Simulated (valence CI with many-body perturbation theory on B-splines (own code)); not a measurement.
# E1 line list for S10+

Calculated by valence CI with perturbative core correlation (CI+MBPT): four valence electrons over a frozen Dirac-Fock core [He], radial functions for each j: 11 s, 11 p, 10 d, 8 f, 5 g, 2 h, with the one-electron correlation potential Σ1, the two-electron term Σ2, the three-electron term Σ3, Breit, model QED; selected CI, second order for the rest, scaled by the run's own slope (own B-spline code, finite nucleus).

No measured spectrum was set against this ion. As an estimate, levels of excited configurations hold to 0.05 to 0.15 % of their energy, terms of the ground configuration to about 0.5 %. Among the levels kept, up to 880 cm⁻¹ of a level comes from second order outside the variational space, and about a tenth of that is noise between levels of different J, which matters for small intervals.

Lines 101 to 150 of 529 in falling wavelength, among levels below 28.361 Ry, chosen from the strongest by gf and those to the six lowest levels. Wavelengths and rates use the calculated energies, so an error of 300 cm⁻¹ moves a line at 880.5 Å by 0.26 % and its rate by three times that or more. Electric multipoles are in the length gauge, E1 and E2 with the static RPA response of the core. Weak lines are less certain than strong ones. Lines between different terms over intervals too small for the method are left out, as are lines whose strength nearly cancels. The highest levels of a list are the least certain.

Names give the largest LS component (configuration and term), which can be under half, so a name can repeat, a term be missing and a line seem to break the LS rules; names also repeat where a configuration has a term twice. Letters in brackets count levels of one name in rising energy.

```csv
λ vac (Å),Upper,Lower,A (s⁻¹),S (a.u.) with core polarisation,S without
880.5,2s2.2p.3d 1F°_3,2s2.2p.3p 1D_2,8.47e+08,2.00e+00,2.00e+00
879.9,2s2.2p.3d 1D°_2,2s2.2p.3p 3D_1,5.46e+08,9.17e-01,9.17e-01
878.9,2s2.2p.3p 3P_1,2s2.2p.3s 3P°_2,7.19e+08,7.22e-01,7.23e-01
878.5,2s.2p2.3p 5P°_3,2s.2p2.3s 5P_2,1.92e+08,4.49e-01,4.49e-01
877.4,2s.2p2.3d 5P_3,2s.2p2.3p 5P°_3,4.28e+08,9.98e-01,9.98e-01
876.7,2s.2p2.3d 3P_1 [c],2s.2p2.3p 3S°_1 [b],3.44e+08,3.43e-01,3.43e-01
874.5,2s2.2p.3d 3D°_2,2s2.2p.3p 3S_1,3.81e+08,6.29e-01,6.28e-01
874.2,2s.2p2.3p 5P°_2,2s.2p2.3s 5P_1,3.64e+08,6.01e-01,6.01e-01
870.9,2s2.2p.3d 3F°_2,2s2.2p.3p 1P_1,5.28e+08,8.61e-01,8.61e-01
865.0,2s2.2p.3p 3S_1,2s2.2p.3s 3P°_1,4.17e+08,4.00e-01,4.00e-01
861.7,2s.2p2.3p 3D°_1 [b],2s.2p2.3s 3D_2,3.07e+08,2.91e-01,2.91e-01
860.9,2s.2p2.3p 3D°_1 [b],2s.2p2.3s 3D_1,6.65e+08,6.28e-01,6.28e-01
859.6,2s.2p2.3d 1F_3 [a],2s.2p2.3p 1D°_2 [a],3.99e+08,8.75e-01,8.75e-01
858.6,2s.2p2.3d 1G_4,2s.2p2.3p 1F°_3,9.40e+08,2.64e+00,2.64e+00
856.9,2s.2p2.3p 3D°_2 [b],2s.2p2.3s 3D_3,2.30e+08,3.57e-01,3.57e-01
856.6,2s.2p2.3d 5P_2,2s.2p2.3p 5P°_3,2.10e+08,3.25e-01,3.25e-01
856.1,2s.2p2.3p 3D°_2 [b],2s.2p2.3s 3D_2,6.22e+08,9.63e-01,9.63e-01
855.1,2s2.2p.3p 3P_2,2s2.2p.3s 3P°_2,8.10e+08,1.25e+00,1.25e+00
851.7,2s2.2p.3d 3P°_1,2s2.2p.3p 3P_1,4.57e+08,4.18e-01,4.18e-01
850.3,2s.2p2.3p 3D°_3 [b],2s.2p2.3s 3D_3,8.49e+08,1.80e+00,1.80e+00
849.5,2s.2p2.3p 3D°_3 [b],2s.2p2.3s 3D_2,1.40e+08,2.97e-01,2.97e-01
848.9,2s.2p2.3d 3P_2 [c],2s.2p2.3p 3P°_2 [d],3.49e+08,5.27e-01,5.27e-01
843.5,2s2.2p.3p 3P_0,2s2.2p.3s 3P°_1,9.92e+08,2.94e-01,2.94e-01
842.7,2s.2p2.3d 3P_2 [b],2s.2p2.3p 3D°_3 [b],2.02e+08,2.99e-01,2.99e-01
833.2,2s.2p2.3d 1D_2 [b],2s.2p2.3p 1P°_1 [b],2.59e+08,3.69e-01,3.69e-01
830.9,2s.2p2.3d 1F_3 [a],2s.2p2.3p 3F°_2,1.94e+08,3.84e-01,3.84e-01
820.7,2s.2p2.3d 5P_1,2s.2p2.3p 5P°_2,3.73e+08,3.05e-01,3.05e-01
808.2,2s.2p2.3d 3D_2 [a],2s.2p2.3p 3P°_2 [a],3.13e+08,4.07e-01,4.07e-01
807.1,2s.2p2.3d 1D_2 [a],2s.2p2.3p 1P°_1 [a],4.41e+08,5.72e-01,5.72e-01
806.9,2s.2p2.3p 1D°_2 [b],2s.2p2.3s 1P_1,1.26e+09,1.63e+00,1.63e+00
804.8,2s2.2p.3d 3P°_2,2s2.2p.3p 3S_1,3.30e+08,4.24e-01,4.24e-01
801.9,2s.2p2.3d 3D_1 [a],2s.2p2.3p 3P°_1 [a],4.94e+08,3.77e-01,3.77e-01
797.4,2s.2p2.3d 3D_3 [a],2s.2p2.3p 3P°_2 [a],9.29e+08,1.63e+00,1.63e+00
794.7,2s.2p2.3d 3D_2 [a],2s.2p2.3p 3P°_1 [a],6.39e+08,7.92e-01,7.92e-01
793.8,2s2.2p.3d 3D°_3,2s2.2p.3p 3D_3,2.90e+08,5.00e-01,5.00e-01
791.5,2s.2p2.3d 3D_1 [a],2s.2p2.3p 3P°_0 [a],4.96e+08,3.64e-01,3.64e-01
770.3,2s2.2p.3d 3D°_2,2s2.2p.3p 3D_2,2.19e+08,2.47e-01,2.47e-01
766.7,2s.2p2.3d 1P_1 [a],2s.2p2.3p 1P°_1 [a],9.16e+08,6.11e-01,6.11e-01
765.3,2s2.2p.3p 1D_2,2s2.2p.3s 1P°_1,1.48e+09,1.64e+00,1.64e+00
745.7,2s.2p2.3p 3P°_2 [b],2s.2p2.3s 3D_3,1.25e+09,1.27e+00,1.28e+00
745.3,2s.2p2.3p 3P°_1 [b],2s.2p2.3s 3D_2,1.12e+09,6.85e-01,6.85e-01
745.1,2s.2p2.3p 3P°_2 [b],2s.2p2.3s 3D_2,3.50e+08,3.57e-01,3.58e-01
744.6,2s.2p2.3p 3P°_1 [b],2s.2p2.3s 3D_1,5.00e+08,3.05e-01,3.06e-01
744.1,2s.2p2.3p 3P°_0 [b],2s.2p2.3s 3D_1,1.62e+09,3.30e-01,3.30e-01
722.4,2s.2p2.3p 5S°_2,2s.2p2.3s 5P_3,1.06e+09,9.82e-01,9.83e-01
711.2,2s.2p2.3d 3D_3 [a],2s.2p2.3p 3D°_3 [a],4.34e+08,5.40e-01,5.40e-01
711.1,2s.2p2.3d 3P_2 [a],2s.2p2.3p 3S°_1 [a],7.73e+08,6.86e-01,6.86e-01
699.7,2s.2p2.3d 1D_2 [a],2s.2p2.3p 1D°_2 [a],4.65e+08,3.93e-01,3.93e-01
693.0,2s.2p2.3d 3D_2 [a],2s.2p2.3p 3D°_2 [a],2.69e+08,2.21e-01,2.21e-01
692.4,2s.2p2.3p 5S°_2,2s.2p2.3s 5P_2,6.49e+08,5.32e-01,5.32e-01
```
